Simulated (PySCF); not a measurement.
Delta-SCF ions had no search for a lower state. Excitations are Tamm–Dancoff values on a coarser integration grid. The basis has no diffuse functions, so Rydberg states are missing or too high.

# C₅H₉B, SMILES `C(/B)(C)=C/C=C` (charge 0, multiplicity 1)

Computed with CAM-B3LYP-D3(BJ)/def2-TZVP (PySCF).

```
Quantity                                                                     Value
-------------------------------------------  -------------------------------------
HOMO                                                                      -8.11 eV
dipole moment                                                               1.28 D
HOMO–LUMO gap                                                              7.01 eV
LUMO                                                                      -1.10 eV
S1 excitation (TDA)                                                        4.76 eV
S1 oscillator strength                                                       0.504
brightest of the four lowest singlets (TDA)                                4.76 eV
T1 excitation (TDA)                                                        2.63 eV
S1–T1 gap (TDA)                                                            2.13 eV
vertical ionisation energy (Delta-SCF)                                     8.80 eV
total energy                                                          -220.6902 Ha
cost                                         about 6 core-minutes (a rough figure)
```

```xyz
15

B     -1.1279     1.5761    -0.1939
C     -0.8516     0.0977     0.1080
C     -2.0074    -0.7890     0.4949
C      0.3864    -0.4354     0.0411
C      1.6251     0.2316    -0.3063
C      2.7904    -0.4063    -0.3358
H     -2.2428     1.9948    -0.1134
H     -0.2681     2.3353    -0.5100
H     -2.5016    -0.4145     1.3936
H     -1.6941    -1.8168     0.6835
H     -2.7663    -0.8042    -0.2899
H      0.5044    -1.4942     0.2709
H      1.5830     1.2850    -0.5473
H      3.7088     0.1011    -0.5965
H      2.8615    -1.4613    -0.0989
```
Charge 0, spin multiplicity 1.
